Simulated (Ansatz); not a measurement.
Cartesian coordinates in Å:
```
O -0.480 1.676 -0.053
Si 0.236 0.193 -0.026
O -0.721 -1.000 -0.549
Cl 1.902 0.093 -1.155
Cl 0.667 0.097 1.957
H -1.603 -1.059 -0.174
```

Total charge 0; spin multiplicity 2.

List the ωB97M-V/def2-TZVPP orbital energies in eV (the Gaussian-basis code of Ansatz). (An estimate is asked.)

Ansatz gave: α occupied: -2772.63, -2772.48, -1809.88, -528.30, -527.21, -263.04, -262.89, -200.51, -200.40, -200.38, -200.36, -200.24, -200.23, -150.66, -104.82, -104.79, -104.76, -32.20, -31.20, -26.77, -26.24, -19.18, -16.81, -15.57, -15.18, -14.74, -13.62, -13.39, -13.10, -12.76, -12.24, -12.07, -11.86. α empty: 1.80, 2.94, 3.46, 4.02, 4.54, 5.15, 5.76, 5.98. β occupied: -2772.61, -2772.48, -1809.88, -527.69, -527.20, -263.02, -262.89, -200.48, -200.36, -200.36, -200.36, -200.24, -200.23, -150.66, -104.82, -104.79, -104.77, -32.10, -29.52, -26.66, -26.19, -19.13, -16.46, -15.06, -14.76, -13.80, -13.16, -12.88, -12.61, -12.29, -11.98, -11.74. β empty: -3.10, 1.84, 2.99, 3.59, 4.33, 4.60, 5.16, 5.79. ⟨S²⟩ = 0.753.
